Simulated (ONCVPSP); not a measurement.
# As: excitation energies, all-electron against ONCV

* Element: As (Z = 33)
* Generator: ONCVPSP 4.0.1
* Type: optimised norm-conserving Vanderbilt (ONCV)
* Functional: PBEsol
* Relativity: scalar-relativistic
* Frozen core: [Ar]
* Valence charge: 15
* Reference configuration: 3d10 4s2 4p3
* Partial waves: 4s: rc 1.80 bohr, ncon 4, nbas 8, qcut 3.2 1/bohr, 2 projectors, debl 2.3 Ha; 4p: rc 1.70 bohr, ncon 3, nbas 6, qcut 4.6 1/bohr, 2 projectors, debl 1.7 Ha; 3d: rc 0.95 bohr, ncon 4, nbas 9, qcut 20.1 1/bohr, local
* Local potential: the d channel
* Core correction: Teter function, fcfact 3.25, rcfact 1.75

Energies are relative to the spin-unpolarised reference configuration 3d10 4s2 4p3; without spin polarisation the order of configurations can differ from experiment.

```tsv
valence configuration	charge	ΔE all-electron (eV)	error AE − PS (meV)
3d10 4s2 4p0	+3	54.823	-12
3d10 4s0 4p5	0	19.073	-38
```

Q: What are ΔE and the potential's error for 3d10 4s2 4p2?

A: ΔE = 9.158 eV all-electron; the error (AE − PS) is -1.6 meV.

Q: What are ΔE and the potential's error for 3d10 4s2 4p1?

A: ΔE = 27.100 eV all-electron; the error (AE − PS) is -6.2 meV.

Levels in the configuration 3d10 4s0 4p5:

```json
{"level": "3d", "all-electron (eV)": "-43.855", "pseudo (eV)": "-44.150"}
{"level": "4p", "all-electron (eV)": "-6.433", "pseudo (eV)": "-6.432"}
```

Note: ghosts flagged at negative energy: s at -440.8 eV, p at -158.4 eV; GHOST(+) flagged for s at 152.8 eV. A true bound ghost makes a file unfit for plane-wave use.
